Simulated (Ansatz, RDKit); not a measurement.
Constitutional and geometric isomers with formula C3H2. Isolated molecules, 0 K electronic values unless said otherwise. Strings in code marks are SMILES.

Quantity: electronic energy of isomers of C3H2 relative to `[C]1C=C1`, in kcal/mol. The restricted reference of `[C]=C=C` is unstable towards unrestricted orbitals. Force-field values (RDKit) are differences of steric energies, which aren't made for comparing isomers with other bonds.

Level 1: frozen-core CCSD(T) with HF/cc-pVQZ and the correlation energy extrapolated as X^-3 from cc-pVTZ and cc-pVQZ // PBE0-D3(BJ)/def2-TZVP (Ansatz, an electronic-structure program)
Level 2: frozen-core CCSD(T)/cc-pVQZ // PBE0-D3(BJ)/def2-TZVP (Ansatz)
Level 3: B3LYP/cc-pVTZ // PBE0-D3(BJ)/def2-TZVP (Ansatz)
Level 4: MMFF94, relaxed from the DFT geometry (RDKit)

```json
[
 {"species": "`[C]=C=C`", "level 2": "14.3", "level 3": "12.1", "level 4": "-80.2"}
]
```

Q: What does level 1 give for each?

A: 
- `[C]=C=C`: 14.8
